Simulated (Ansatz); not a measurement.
Energy needed to pull apart H2TeO2 (SMILES O[Te]O), singlet, into free ground-state atoms, from the structure below (at a frame of a short PBE0-D4/def2-SVP trajectory); no zero-point or spin–orbit terms; open-shell atoms are treated unrestricted, in their ground-state multiplicity.

```
5
angstrom
O -0.8815 -0.6167 -1.0895
Te -0.1111 -0.9655 0.7411
O 1.3762 0.3197 0.5274
H -1.5323 0.0473 -1.0650
H 1.0559 1.1538 0.8567
```

Program: Ansatz 0.2.0. Basis: def2-TZVPP. Cores are frozen in the correlated methods. Filled d shells of the heavier atoms are correlated. Core potentials replace the inner electrons of the atoms past krypton. The def2 sets are not built for correlating such inner shells, so the correlated values are less sure here.

| method | atomization energy (eV) |
| --- | --- |
| PBE-D4 | ? |
| r2SCAN-D4 | ? |
| PBE0-D4 | 14.98 |
| wB97M-V | 15.19 |
| HF | 8.13 |
| MP2 | 15.21 |
| CCSD | 14.16 |
| CCSD(T) | 14.66 |

What does r2SCAN-D4 give? (Judge from chemistry; the value comes from the calculation.)

The calculation gives: 15.25 eV, which is about 0.59 eV more than CCSD(T)/def2-TZVPP.

What does PBE-D4 give? (To be estimated.)

By the calculation: 16.02 eV, which is about 1.37 eV more than CCSD(T)/def2-TZVPP.

In triple zeta the MP2 and coupled-cluster atomization energies are still short of their basis limit by a few kcal/mol a bond, whereas those of the functionals are nearly converged, so these differences are not deviations from converged CCSD(T).

No T1 diagnostic of these runs exceeds 0.016.

For scale, one of the runs: CCSD(T)/def2-TZVPP forces, 140 basis functions, launched by `ansatz run in.yaml --threads 2 --pin off --events-out ev --progress --plain --max-ram 3481MiB`. Time: 2.9 min of wall clock on 2 CPU threads of an Arm Neoverse V1; the host was shared. Peak host memory: 1.6 GiB.
